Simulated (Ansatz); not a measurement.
C2H6F2Si can be A, `FC[SiH2]CF`, or B, `FC(F)C[SiH3]`.

Calculated with Ansatz (gas phase, PBE0-D4/def2-TZVP geometries, no zero-point term in ΔE). CCSD(T)/CBS is the MP2 limit (def2-TZVPP, def2-QZVPP) plus CCSD(T) − MP2 in def2-TZVPP, frozen cores. DFT in def2-TZVPP. B3LYP here is the variant with VWN-RPA as its local correlation; programs differ in this. Each species was taken in one conformer, which may not be the lowest.

(1) Which is lower in electronic energy at CCSD(T)/CBS, and by how much? (An estimate is asked.)

(2) Give E(B) − E(A) in kJ/mol with B3LYP, B2PLYP, r2SCAN-D4, HF/def2-TZVPP, MP2/def2-TZVPP, PBE0-D4, CCSD(T)/def2-TZVPP. (An estimate is asked.)

Largest T1 diagnostic: 0.011.

Results:

(1) Computed: B, by 63.7 kJ/mol.

(2) The calculation gave: B3LYP -55.6, B2PLYP -61.4, r2SCAN-D4 -66.6, HF/def2-TZVPP -68.0, MP2/def2-TZVPP -71.0, PBE0-D4 -64.1, CCSD(T)/def2-TZVPP -68.0. None reverses the order clearly.

From PBE to PBE0 (25 % exact exchange), in def2-TZVPP and without D4, E(B) − E(A) moves by −5.5 kJ/mol.
